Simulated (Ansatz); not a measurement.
`CO[SiH](Br)O[SiH3]` and `O[SiH](Br)O[SiH3]` differ in one atom or group.

Ansatz, PBE0-D4/def2-TZVP geometries, multiplicity 1. Each molecule was computed in one conformer, which needn't be the lowest.

Scalar relativity is left out up to krypton. Spin–orbit coupling is left out; it splits and shifts lone-pair levels of the heavy atoms by tenths of an eV.

```json
{"property": "LUMO energy (ωB97M-V/def2-TZVPP) / eV", "`CO[SiH](Br)O[SiH3]`": "1.80"}
{"property": "LUMO energy (PBE0/def2-TZVPP) / eV", "`CO[SiH](Br)O[SiH3]`": "0.10"}
{"property": "HOMO–LUMO gap (ωB97M-V/def2-TZVPP) / eV", "`CO[SiH](Br)O[SiH3]`": "12.59"}
{"property": "size of the dipole moment (B3LYP/def2-TZVPP) / D", "`CO[SiH](Br)O[SiH3]`": "1.28"}
{"property": "HOMO–LUMO gap (PBE0/def2-TZVPP) / eV", "`CO[SiH](Br)O[SiH3]`": "8.63"}
{"property": "LUMO energy (PBE/def2-TZVPP) / eV", "`CO[SiH](Br)O[SiH3]`": "-0.79"}
```

**Question.** What does the change do to each property? (An estimate is asked.)

**Answer.** Ansatz gave: 
```tsv
property	`O[SiH](Br)O[SiH3]`	shift
LUMO energy (ωB97M-V/def2-TZVPP) / eV	1.62	-0.18
LUMO energy (PBE0/def2-TZVPP) / eV	-0.01	-0.11
HOMO–LUMO gap (ωB97M-V/def2-TZVPP) / eV	12.49	-0.10
size of the dipole moment (B3LYP/def2-TZVPP) / D	1.24	-0.04
HOMO–LUMO gap (PBE0/def2-TZVPP) / eV	8.60	-0.03
LUMO energy (PBE/def2-TZVPP) / eV	-0.88	-0.09
```

Dipoles are sizes alone; their direction can turn.

B3LYP here is the variant with VWN-RPA as its local correlation; programs differ in this.
